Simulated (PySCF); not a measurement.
Gas-phase reaction: GeH3Cl + 4 Cl + 2 GeCl2 → 3 GeHCl3

Method: PySCF energies plus ideal-gas RRHO corrections (1 bar). † marks an energy on the PBE0/def2-TZVP geometry and frequencies. MP2 freezes the core. Open shells (unrestricted): Cl (multiplicity 2); the rest are closed-shell singlets. Spin-orbit splitting is ignored; it lowers the true energy and changes the entropy of Cl. Ge: all electrons, no relativistic terms. MP2 isn't extrapolated to the basis-set limit.

| level | ΔH°(298 K), kJ |
|---|---|
| BLYP/def2-TZVP† | -1024 |
| M06-2X/def2-TZVP† | -1241 |
| MP2/def2-TZVPP† | ? |
| PBE0/def2-SVP† | ? |
| ωB97M-V/def2-TZVP† | -1197 |

Task: Some entries are withheld; supply them.

Result: 
- MP2/def2-TZVPP†, ΔH°(298 K), kJ: -1274
- PBE0/def2-SVP†, ΔH°(298 K), kJ: -1179
